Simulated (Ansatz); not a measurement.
`[CH3][Mg][Br]` + H–F → `[CH3][Mg][F]` + HBr at 500 K and 1 bar (ligand exchange at a Mg–Br bond).

Isolated molecules relaxed with PBE0-D4/def2-TZVP in Ansatz; ΔE leaves out vibrations. CCSD(T)/CBS is the MP2 limit (def2-TZVPP, def2-QZVPP) plus CCSD(T) − MP2 in def2-TZVPP, frozen cores. This one scheme is used for every species. For Br, Mg outer-core shells are correlated without core-valence functions, which leaves a few kJ/mol of doubt a bond. Scalar relativity is left out up to krypton.

```tsv
species	CCSD(T)/CBS energy (Eh)	H − E (kJ/mol)	S (J/(mol·K))
`[CH3][Mg][Br]`	-2813.14753	125.5	342.0
H–F	-100.39570	39.4	188.7
`[CH3][Mg][F]`	-339.61123	126.5	316.7
HBr	-2573.91920	30.5	213.7
```

H − E and S are ideal-gas, rigid-rotor, harmonic terms from PBE0-D4/def2-TZVP. 1 Eh = 2625.50 kJ/mol, R = 8.31446 J/(mol·K).

By hand: ΔE, ΔH, ΔS and ΔG.

ΔE = (-339.61123) + (-2573.91920) − (-2813.14753) − (-100.39570) = 0.01280 Eh = 33.6 kJ/mol. Δ(H − E) = 126.5 + 30.5 − 125.5 − 39.4 = -7.9, so ΔH = 25.7 kJ/mol. ΔS = 316.7 + 213.7 − 342.0 − 188.7 = -0.3 J/(mol·K). ΔG = 25.7 − 500 × (-0.3)/1000 = 25.8 kJ/mol.

By hand: the equilibrium constant, and the temperature at which ΔG would vanish if ΔH and ΔS stayed fixed.

log₁₀ K = −ΔG/(RT ln 10) = -2.7. ΔH and −TΔS have one sign here, so there is no such temperature.

The number of gas molecules stays the same, so ΔS is small and ΔH decides. A doubt of 5 kJ/mol in ΔE shifts log₁₀ K by 0.5 here. These are equilibria of isolated gas molecules and say nothing of rates. Largest T1 diagnostic: 0.010 (customary marks: 0.02 for closed shells, 0.045 for open ones).

ΔS is within the doubt of such terms, so its sign, and with it that verdict, could turn.
